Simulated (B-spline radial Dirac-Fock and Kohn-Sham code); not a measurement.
Two-hole binding energies of Pb⁴⁵⁺

System: the Pb⁴⁵⁺ ion in the configuration 1s2 2s2 2p6 3s2 3p6 3d10 4s2 4p6 4d1.

Model: multi-electron Dirac-Fock with separately optimised hole states, Breit and Lamb-shift corrections added in first order. Program: an atomic code on a B-spline grid. U is the two-hole binding energy less the two single-hole energies, the effective repulsion of the holes after relaxation. Each two-hole energy is an average over J within one jj subconfiguration.

```
          holes  E(a) (eV)  E(b) (eV)  E(ab) (eV)  U (eV)
           1s⁻²    90255.0    90255.0           ?       ?
   1s⁻¹ 3p3/2⁻¹    90255.0     5229.3     95666.5   182.2
   1s⁻¹ 3d5/2⁻¹    90255.0     4657.2     95085.1   172.9
           2s⁻²    18119.8    18119.8     36563.6   324.1
   2s⁻¹ 2p3/2⁻¹    18119.8    15287.9     33699.2   291.5
2p1/2⁻¹ 2p3/2⁻¹    17454.8    15287.9     33088.0   345.3
   2s⁻¹ 3p3/2⁻¹    18119.8     5229.3     23507.5   158.4
   2s⁻¹ 3d3/2⁻¹    18119.8     4763.4     23057.4   174.2
   2s⁻¹ 3d5/2⁻¹    18119.8     4657.2     22946.0   169.0
2p1/2⁻¹ 3p3/2⁻¹    17454.8     5229.3     22848.5   164.5
2p1/2⁻¹ 3d3/2⁻¹    17454.8     4763.4     22391.5   173.3
   2p3/2⁻¹ 3s⁻¹    15287.9     6025.6     21474.9   161.4
2p3/2⁻¹ 3d5/2⁻¹    15287.9     4657.2     20112.9   167.8
3d3/2⁻¹ 3d5/2⁻¹     4763.4     4657.2      9561.0   140.3
```

Problem. Give the missing two-hole energy and U.

Solution. E(ab) = 182221.7 eV and U = 1711.7 eV.

Values without a named source are computed, but for edge energies of neutral atoms, which are taken from tables.
